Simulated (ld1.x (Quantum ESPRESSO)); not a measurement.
## Reading a pseudo-wave (N)

Columns: radius, all-electron u(r) and pseudo u(r) of the 2s shell (level -18.81 eV) of nitrogen in the configuration [He] 2s1.5 2p3.5; PBE, scalar-relativistic, TM semilocal scheme, ld1.x (Quantum ESPRESSO) 7.5.

```json
{"r (bohr)": "0.057", "all-electron": "0.3062", "pseudo": "-0.0490"}
{"r (bohr)": "0.115", "all-electron": "0.3884", "pseudo": "-0.0995"}
{"r (bohr)": "0.172", "all-electron": "0.3422", "pseudo": "-0.1508"}
{"r (bohr)": "0.230", "all-electron": "0.2273", "pseudo": "-0.2052"}
{"r (bohr)": "0.288", "all-electron": "0.0811", "pseudo": "-0.2627"}
{"r (bohr)": "0.345", "all-electron": "-0.0708", "pseudo": "-0.3226"}
{"r (bohr)": "0.402", "all-electron": "-0.2182", "pseudo": "-0.3863"}
{"r (bohr)": "0.460", "all-electron": "-0.3562", "pseudo": "-0.4546"}
{"r (bohr)": "0.518", "all-electron": "-0.4785", "pseudo": "-0.5254"}
{"r (bohr)": "0.575", "all-electron": "-0.5820", "pseudo": "-0.5956"}
{"r (bohr)": "0.632", "all-electron": "-0.6688", "pseudo": "-0.6640"}
{"r (bohr)": "0.690", "all-electron": "-0.7406", "pseudo": "-0.7286"}
{"r (bohr)": "0.747", "all-electron": "-0.7958", "pseudo": "-0.7840"}
{"r (bohr)": "0.805", "all-electron": "-0.8379", "pseudo": "-0.8297"}
{"r (bohr)": "0.862", "all-electron": "-0.8670", "pseudo": "-0.8626"}
{"r (bohr)": "0.920", "all-electron": "-0.8855", "pseudo": "-0.8839"}
{"r (bohr)": "0.977", "all-electron": "-0.8944", "pseudo": "-0.8940"}
{"r (bohr)": "1.035", "all-electron": "-0.8953", "pseudo": "-0.8952"}
{"r (bohr)": "1.092", "all-electron": "-0.8895", "pseudo": "-0.8895"}
{"r (bohr)": "1.150", "all-electron": "-0.8780", "pseudo": "-0.8780"}
{"r (bohr)": "1.208", "all-electron": "-0.8618", "pseudo": "-0.8618"}
{"r (bohr)": "1.265", "all-electron": "-0.8423", "pseudo": "-0.8423"}
{"r (bohr)": "1.322", "all-electron": "-0.8200", "pseudo": "-0.8200"}
{"r (bohr)": "1.380", "all-electron": "-0.7950", "pseudo": "-0.7950"}
{"r (bohr)": "1.438", "all-electron": "-0.7683", "pseudo": "-0.7683"}
{"r (bohr)": "1.495", "all-electron": "-0.7410", "pseudo": "-0.7410"}
```

Problem. How many radial nodes do the two functions have?

Solution. The all-electron 2s function has n − l − 1 = 1; the pseudo-wave has 0, since the states of the same l below it are removed with the core.

Problem. At about which radius was the pseudo-wave matched?

Solution. 1.10 bohr. The columns agree to 0.0005 from 0.98 bohr on; several derivatives are matched, so the curves merge somewhat inside the radius.

Problem. Is the pseudo-wave norm-conserving?

Solution. Yes: the TM semilocal scheme keeps the norm inside the radius equal to the all-electron one, which fixes the energy derivative of the logarithmic derivative at the level.
